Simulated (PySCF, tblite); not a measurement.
Isomers of C5H13NOSi, one GFN2-xTB conformer each. Single-point energies are computed at PBE0/pcSseg-1 (PySCF, gas phase, no added dispersion term), electronic only.

Problem. Rank them by PBE0/pcSseg-1 energy, lowest first (kcal/mol).
A. `[CH2:1]=[CH:2][Si@H:3]([OH:4])[N:5]([CH3:6])[CH2:7][CH3:8]` with C1–C2–Si3–O4 -153°, C2–Si3–O4–H 53°, C2–Si3–N5–C6 156°, Si3–N5–C7–C8 -82°
B. `[CH3:1][C@H:2]([CH2:3][NH2:4])[C:5](=[O:6])[CH2:7][SiH3:8]` with C1–C2–C3–N4 169°, C2–C3–N4–H -62° and 56°, C1–C2–C5–O6 -158°, C2–C5–C7–Si8 167°
C. `[CH3:1][CH2:2][CH2:3][NH:4][SiH2:5][C:6]([CH3:7])=[O:8]` with C1–C2–C3–N4 -178°, C2–C3–N4–Si5 88°, C3–N4–Si5–C6 -173°, N4–Si5–C6–C7 -168°
D. `[CH3:1][NH:2][C:3](=[O:4])[CH2:5][CH2:6][CH2:7][SiH3:8]` with C1–N2–C3–O4 -2°, N2–C3–C5–C6 -106°, C3–C5–C6–C7 64°, C5–C6–C7–Si8 64°
E. `[CH3:1][O:2][SiH2:3][NH:4][CH:5]1[CH2:6][CH2:7][CH2:8]1` with C1–O2–Si3–N4 170°, O2–Si3–N4–C5 165°, Si3–N4–C5–C6 36°, N4–C5–C6–C7 -131°, C5–C6–C7–C8 10°, C6–C7–C8–C5 -10°, N4–C5–C8–C7 130°
F. `[CH3:1][CH2:2][C@@H:3]1[CH2:4][CH2:5][Si@@H:6]([OH:7])[NH:8]1` with C1–C2–C3–C4 -168°, C5–Si6–O7–H 54°, C2–C3–C4–C5 -151°, C3–C4–C5–Si6 40°, C4–C5–Si6–O7 -151°, C5–Si6–N8–C3 20°

Solution. F (0.0), A (30.7), D (40.2), E (44.4), C (46.0), B (55.6).

As drawn, the lowest has an O–H bond and an Si–O bond, which the highest lacks; the highest has a C=O bond, which the lowest lacks. Neighbours under 2.5 kcal/mol apart (CO[SiH2]NC1CCC1 and CCCN[SiH2]C(C)=O) can change places with a better method, another conformer or zero-point energy. GFN2-xTB itself gives, in the same order: 0.0, 30.7, 43.0, 10.7, 47.9, 59.9. Both levels put the same isomer lowest; measured from each level's own lowest isomer, the values differ by up to 33.7 kcal/mol (CO[SiH2]NC1CCC1: 10.7 against 44.4).

Problem. Which frontier levels, dipoles and rotational constants go with these structures?

Solution. 
```csv
SMILES,"HOMO (eV, PBE0/pcSseg-1)",LUMO (eV),dipole (D),"A, B, C (MHz)"
CC[C@@H]1CC[Si@@H](O)N1,-6.62,1.33,1.90,"3218, 1042, 851.1"
C=C[Si@H](O)N(C)CC,-6.12,-0.39,0.95,"1903, 1461, 928.1"
CNC(=O)CCC[SiH3],-7.22,0.51,2.97,"2442, 997.3, 802.4"
CO[SiH2]NC1CCC1,-6.44,0.72,0.35,"5177, 758.1, 743.1"
CCCN[SiH2]C(C)=O,-6.68,-0.92,1.79,"4828, 627.7, 596.0"
C[C@H](CN)C(=O)C[SiH3],-6.74,-0.68,2.96,"2530, 1026, 842.5"
```

Problem. What happens when harmonic zero-point energies from GFN2-xTB frequencies are added?

Solution. 
```json
{"SMILES": "CC[C@@H]1CC[Si@@H](O)N1", "ZPE (kcal/mol)": "111.2", "electronic (kcal/mol)": "0.0", "with ZPE (kcal/mol)": "0.0"}
{"SMILES": "C=C[Si@H](O)N(C)CC", "ZPE (kcal/mol)": "108.3", "electronic (kcal/mol)": "30.7", "with ZPE (kcal/mol)": "27.9"}
{"SMILES": "CNC(=O)CCC[SiH3]", "ZPE (kcal/mol)": "106.7", "electronic (kcal/mol)": "40.2", "with ZPE (kcal/mol)": "35.7"}
{"SMILES": "CO[SiH2]NC1CCC1", "ZPE (kcal/mol)": "109.2", "electronic (kcal/mol)": "44.4", "with ZPE (kcal/mol)": "42.4"}
{"SMILES": "CCCN[SiH2]C(C)=O", "ZPE (kcal/mol)": "107.7", "electronic (kcal/mol)": "46.0", "with ZPE (kcal/mol)": "42.5"}
{"SMILES": "C[C@H](CN)C(=O)C[SiH3]", "ZPE (kcal/mol)": "106.6", "electronic (kcal/mol)": "55.6", "with ZPE (kcal/mol)": "51.0"}
```

The zero-point energies span 4.6 kcal/mol. The order is unchanged.
